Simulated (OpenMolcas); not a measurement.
A calculation on S II.

- Program: OpenMolcas 26.06
- Method: RASSCF
- Basis: ANO-RCC-VTZP [5s4p2d1f]
- Scalar Hamiltonian: DKH2, point nucleus
- Active space: 5 electrons in 9 orbitals (RAS2 3s 3p; RAS3 3d, at most 2 electrons)
- State averaging: 2S+1 = 4 odd, 1 root; 2S+1 = 2 odd, 8 roots; 2S+1 = 4 even, 3 roots; 2S+1 = 2 even, 9 roots
- Spin-orbit coupling: RASSI with atomic mean-field integrals over the reference wave functions, term energies averaged over their components

(1) Which level of the active space comes out lowest?

(2) How high does 3s² 3p³ ²P°_1/2 lie?

(3) How high does 3s 3p⁴ ²D_5/2 lie?

(4) How high does 3s 3p⁴ ⁴P_1/2 lie?

Measured values: NIST Handbook of Basic Atomic Spectroscopic Data.

Answers

(1) 3s² 3p³ ⁴S°_3/2, with 100 % of that term; it is also the measured ground level.

(2) 28357 cm⁻¹ above the lowest level; measured 24525 cm⁻¹ above the ground level, so the calculation is off by +16 %.

(3) 102939 cm⁻¹ above the lowest level; measured 97919 cm⁻¹ above the ground level, so the calculation is off by +5 %.

(4) 80052 cm⁻¹ above the lowest level; measured 79963 cm⁻¹ above the ground level, so the calculation is off by 0 %.

Without dynamic correlation excited terms often stand tens of per cent too high (terms of higher spin than the ground term too low), and those without a measured partner can miss by more than the paired ones. The run also gave levels led by 3s² 3p² 3d, which use shells meant for correlation; these and all levels above them are left out. Some terms mix strongly with configurations of 3d, whose occupation reaches 0.36 (3s 3p⁴ ⁴P, 3s 3p⁴ ²D). Computed and measured levels are paired by configuration, term and J; levels that our copy of the source lacks, or whose pairing is in doubt (as where it misses far off the trend of its configuration), stay unpaired and out of the deviations. Levels of configurations outside the active space are missing.

° marks odd parity.
